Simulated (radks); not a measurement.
Values are calculated unless marked as measured or tabulated.
Excited configurations of Nb XXVIII: one electron is placed in a higher orbital outside [Ne] 3s2 3p1. The ground configuration is [Ne] 3s2 3p2. Level of theory: Dirac Kohn-Sham, PBE, spin-unpolarised, spherical densities, finite nucleus; open shells fill j = l - 1/2 first; Fermi nuclear charge, rms radius 4.324 fm (a radial shooting solver on a logarithmic mesh with Libxc functionals). Excitation = E - E(ground); binding = E(ion) - E, where the ion is the core of charge +28; n* = 28/sqrt(2 binding) in atomic units. These energies are relativistic, and a one-electron ion of charge +28 with no core already has n* below n in this formula (Dirac formula, point nucleus: 3d3/2 2.995, 4d3/2 3.993, 4f5/2 3.997, 5s1/2 4.982, 5p1/2 4.982, 5f5/2 4.996, 7p1/2 6.981, 7d3/2 6.992, 7f5/2 6.995). The quantum defect is therefore taken as that value minus n*, so that it holds no relativistic shift of the bare ion.

| outer orbital | excitation (eV) | binding (eV) | quantum defect | <r> (bohr) |
|---|---|---|---|---|
| 3d3/2 | 126.78 | 1313.0 | 0.145 | 0.3330 |
| 4d3/2 | 724.27 | 715.55 | 0.132 | 0.6933 |
| 4f5/2 | 754.11 | 685.72 | 0.053 | 0.6155 |
| 5s1/2 | 949.90 | 489.93 | 0.316 | 1.171 |
| 5p1/2 | 964.15 | 475.68 | 0.247 | 1.171 |
| 5f5/2 | 1002.0 | 437.82 | 0.060 | 1.092 |
| 7p1/2 | 1204.3 | 235.56 | 0.252 | 2.396 |
| 7d3/2 | 1212.3 | 227.55 | 0.145 | 2.409 |
| 7f5/2 | 1217.0 | 222.79 | 0.076 | 2.355 |

The Delta-SCF ionisation energy is 1439.8 eV (NIST Atomic Spectra Database: 1439 eV, semi-empirical). Self-interaction in the functional shifts the binding energies and quantum defects, so they are the method's values and not measured ones. Spin polarisation and multiplet splitting are left out, so open shells lie too high by an amount that depends on their filling.

Beside tabulated values, note that spin-unpolarised runs miss the spin-polarisation part of the exchange energy of open shells.
